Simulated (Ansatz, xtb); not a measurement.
**Two isomers of C3H7BO2**

Structure X is `BC1(O)COC1`, a singlet and structure Y is `B[C@@H]1OC[C@@H]1O`, a singlet. Both are isolated molecules in the gas phase, relaxed with B3LYP-D3(BJ)/def2-SVP; the shapes shown needn't be the lowest conformers.

X (Å):

```xyz
13

C     0.8178    1.2227    1.1977
C     0.6937   -0.2577    0.8016
C    -0.6727    1.2692    0.5774
B     1.3274    2.2593    0.1886
O     0.9278    1.4313    2.5716
O    -0.5117   -0.0346    0.0504
H     1.4242    3.4114    0.5454
H     1.4917    1.9627   -0.9650
H     1.3138    2.3030    2.7219
H     0.5211   -0.8937    1.6887
H     1.4956   -0.6891    0.1812
H    -0.9548    2.0126   -0.1941
H    -1.3803    1.3449    1.4248
```

Y (Å):

```json
{"atom": "C", "x (Å)": "0.0384", "y (Å)": "1.9090", "z (Å)": "1.1949"}
{"atom": "C", "x (Å)": "1.9996", "y (Å)": "1.2435", "z (Å)": "1.0988"}
{"atom": "C", "x (Å)": "0.6631", "y (Å)": "0.4969", "z (Å)": "1.2820"}
{"atom": "B", "x (Å)": "-1.0079", "y (Å)": "2.0259", "z (Å)": "0.0355"}
{"atom": "O", "x (Å)": "1.3459", "y (Å)": "2.5097", "z (Å)": "0.9916"}
{"atom": "O", "x (Å)": "0.2280", "y (Å)": "-0.2971", "z (Å)": "0.2004"}
{"atom": "H", "x (Å)": "-0.7634", "y (Å)": "2.6391", "z (Å)": "-0.9715"}
{"atom": "H", "x (Å)": "-2.0935", "y (Å)": "1.5252", "z (Å)": "0.1930"}
{"atom": "H", "x (Å)": "-0.4036", "y (Å)": "2.2436", "z (Å)": "2.1563"}
{"atom": "H", "x (Å)": "2.5375", "y (Å)": "0.9571", "z (Å)": "0.1762"}
{"atom": "H", "x (Å)": "2.6946", "y (Å)": "1.1947", "z (Å)": "1.9582"}
{"atom": "H", "x (Å)": "0.5420", "y (Å)": "-0.0305", "z (Å)": "2.2451"}
{"atom": "H", "x (Å)": "0.7325", "y (Å)": "-1.1211", "z (Å)": "0.1787"}
```

Energies in hartree; the thermal terms are from GFN2-xTB frequencies at re-optimised GFN2-xTB minima (ideal gas, soft modes damped towards free rotors, one conformer each, 298.15 K, 1 atm) and include the zero-point energy:

```
                              X           Y
E, CCSD(T)/def2-SVP  −292.720759  −292.722750
    E, MP2/def2-SVP  −292.640175  −292.641254
  E, MP2/def2-TZVPP  −293.197344  −293.196429
  zero-point energy     0.098113     0.097894
       H(298 K) − E     0.105815     0.105720
       G(298 K) − E     0.068259     0.067502
```

Problem. Correct the CCSD(T) difference for the basis set by the MP2 change, then work out ΔE, ΔE₀, ΔH and ΔG for X → Y in kJ/mol (1 Eh = 2625.50 kJ/mol) and the equilibrium ratio [Y]/[X].

Solution. 1. Differences Y − X: CCSD(T) −0.001991, MP2 in the small set −0.001079, MP2 in the large set +0.000915 Eh.
2. ΔE = −0.001991 + (+0.000915 − (−0.001079)) = +0.000003 Eh = +0.01 kJ/mol.
3. ΔE₀ = ΔE + ΔZPE = +0.000003 + (−0.000219) Eh = −0.57 kJ/mol.
4. ΔH = ΔE + (−0.000095) Eh = −0.24 kJ/mol.
5. ΔG = ΔE + (−0.000757) Eh = −1.98 kJ/mol, so ΔS = (ΔH − ΔG)/T = +5.8 J/(mol K).
6. kT = 0.9442 mEh, so K = [Y]/[X] = exp(−ΔG/kT) = exp(+0.80) ≈ 2.2.

The two are too close for this level to say which is favoured. An error of 4 kJ/mol in ΔG would change K by a factor of 5. Mirror images and further conformers aren't counted.

As drawn, both hold the same kinds of bond in the same numbers.

Other levels gave ΔE = +0.2 (GFN2-xTB); −13.6 (HF/STO-3G, GFN2-xTB geometries); −2.3 (r2SCAN-D4/def2-SVP, GFN2-xTB geometries); −3.5 (B3LYP-D3(BJ)/def2-SVP); −21.7 (HF/def2-SVP); −2.8 (MP2/def2-SVP); −5.2 (CCSD(T)/def2-SVP) kJ/mol. The correlated steps freeze 6 core orbitals. Programs: Ansatz 0.2.0, xtb 6.7.1.
